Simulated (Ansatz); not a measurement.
Ansatz results at the PBE0-D4/def2-TZVP geometry: HOMO–LUMO gap (PBE0/def2-TZVPP) 6.81 eV; HOMO–LUMO gap (ωB97M-V/def2-TZVPP) 10.74 eV; LUMO energy (PBE0/def2-TZVPP) -0.71 eV.

(1) Which molecule gave them?
A. `C=N[SiH2]O[SiH3]`
B. `FC1[SiH2]S1`
C. `OC[Si](O)(O)O`
D. `[BH2][GaH][SiH2]C`

Results:

(1) B. The others give `OC[Si](O)(O)O`: 7.85, 11.65, 0.41; `[BH2][GaH][SiH2]C`: 4.81, 8.68, -2.14; `C=N[SiH2]O[SiH3]`: 6.29, 10.87, -1.02.
